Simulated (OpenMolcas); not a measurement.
**What dynamic correlation does to the levels of Sn I**

```
Program             : OpenMolcas
Basis               : ANO-R2 [7s6p4d2f1g]
Scalar Hamiltonian  : X2C, finite nucleus
Active space        : 4 electrons in 9 orbitals (RAS2 5s 5p; RAS3 5d, at most 2 electrons)
State averaging     : 2S+1 = 3 even, 3 roots; 2S+1 = 1 even, 6 roots; 2S+1 = 5 odd, 1 root; 2S+1 = 3 odd, 8 roots; 2S+1 = 1 odd, 5 roots (0 in the spin-orbit step)
Spin-orbit coupling : RASSI with atomic mean-field integrals over the reference wave functions, term energies averaged over their components
```

Methods on the same reference wave functions:
A. RASSCF
B. SS-RASPT2, IPEA 0.25 Eh, imaginary shift 0.1 Eh (closed shells correlated: 4d)

Energies in cm-1 above 5s2 5p2 3P0, the measured ground level; measured values from NIST Handbook of Basic Atomic Spectroscopic Data.

| Level | A | B | Measured |
| --- | --- | --- | --- |
| 5s2 5p2 3P0 | 0.0 | 0.0 | 0.0 |
| 5s2 5p2 3P1 | 1416 | 1457 | 1692 |
| 5s2 5p2 3P2 | 3135 | 3120 | 3428 |
| 5s2 5p2 1D2 | 10331 | 9310 | 8613 |
| 5s2 5p2 1S0 | 20093 | 18350 | 17162 |
| 5s 5p3 5S* 2 | 32125 | 38300 | 39626 |

Deviations, from unrounded energies. A percentage is the sum of absolute deviations over the sum of measured energies, with the sign that they share, or ± where signs differ.

```tsv
Against measurement	Levels	A	B
mean absolute deviation (cm-1)	5	2500	750
fine structure of the ground term (%)	2	-11.1	-10.5
other terms of the ground configuration (%)	2	+18.0	+7.3
other configurations (%)	1	-18.9	-3.3
```

B lies closest to measurement on these levels. The largest miss of B in the table is 5s 5p3 5S* 2, by -1300 cm-1. The ranking rests on the paired levels alone, and a cruder setting can come out closer through cancelling errors.

From A to B the spin-free energies of the other terms of 5s2 5p2 shown, above 3P, scale by factors of 0.85 to 0.89.

The lowest spin-free term lies below A's lowest term by 0.451 hartree in B.

Some high roots are left out of the spin-orbit mixing, which shifts the levels that they would mix with. Active for correlation alone: 5d; no level in the range computed is led by a configuration that fills it, so any true level of that kind is missing. Measured partners are found by configuration, term and J. A level has none where our copy of the source lacks it or the pairing is in doubt (some pairs that miss far off the trend of their configuration count as doubtful), and it then counts in no deviation. Only configurations of the active space appear. Levels that lie high or do not pair safely by name in every column are left out.

* marks odd parity.
